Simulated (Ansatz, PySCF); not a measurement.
Process, species as SMILES: CC(F)F [1,1-difluoroethane] → C[C](F)F + H atom (the C-H bond at the site shown breaks; other sites are not compared here)
Each molecule is optimised on its own at B3LYP-D3(BJ)/def2-TZVP (Ansatz, an electronic-structure program).

Wanted: bond dissociation energy (enthalpy at 298 K, with B3LYP-D3(BJ) rigid-rotor harmonic-oscillator terms from PySCF), in kcal/mol. Cores are frozen in the correlated levels unless marked. Open shells are spin-unrestricted. No spin-orbit coupling. No relativistic terms. CBS marks a two-point X^-3 extrapolation of the correlation energy; Hartree-Fock from the larger set (for Q and 5 zeta extrapolated as (X+1)exp(-9√X)). The bracket is a focal-point correction in the basis named.

```tsv
level	program	bond dissociation energy (kcal/mol)	minus last row
HF/aug-cc-pVQZ	Ansatz	76.1	-25.2
HF/cc-pVQZ	Ansatz	76.2	-25.1
B3LYP-D4/def2-TZVPD	Ansatz + dftd4	97.7	-3.6
PBE0/6-31G*	Ansatz	95.6	-5.7
PBE0/def2-SVP	Ansatz	94.8	-6.5
PBE0/def2-QZVPP	Ansatz	95.4	-5.9
BHLYP-D3(BJ)/def2-TZVPD	Ansatz + dftd3	97.7	-3.6
r2SCANh-D4/def2-TZVPD	Ansatz + dftd4	94.4	-6.9
r2SCAN0-D4/def2-TZVPD	Ansatz + dftd4	94.6	-6.7
LC-wPBE-D4/def2-TZVPD	Ansatz + dftd4	95.4	-5.9
wB97X-V/def2-TZVPD	Ansatz	99.0	-2.3
PBE-QIDH/def2-TZVPD	Ansatz	97.0	-4.3
MP2/6-31G	Ansatz	90.2	-11.1
MP2/cc-pVDZ	Ansatz	95.1	-6.2
MP2/aug-cc-pVQZ	Ansatz	100.5	-0.8
RI-MP2/cc-pVQZ	Ansatz	100.4	-0.9
SCS-MP2/cc-pVTZ	Ansatz	101.8	0.5
SCS-MP2/cc-pV5Z	Ansatz	103.4	2.1
CCSD/cc-pVDZ	Ansatz	96.2	-5.1
RI-MP2/CBS(aug-cc-pVTZ,aug-cc-pVQZ)+[CCSD(T)-MP2]/aug-cc-pVTZ	Ansatz	101.8	0.5
CCSD(T)/CBS(cc-pVQZ,cc-pV5Z)	Ansatz	101.3	0.0
```
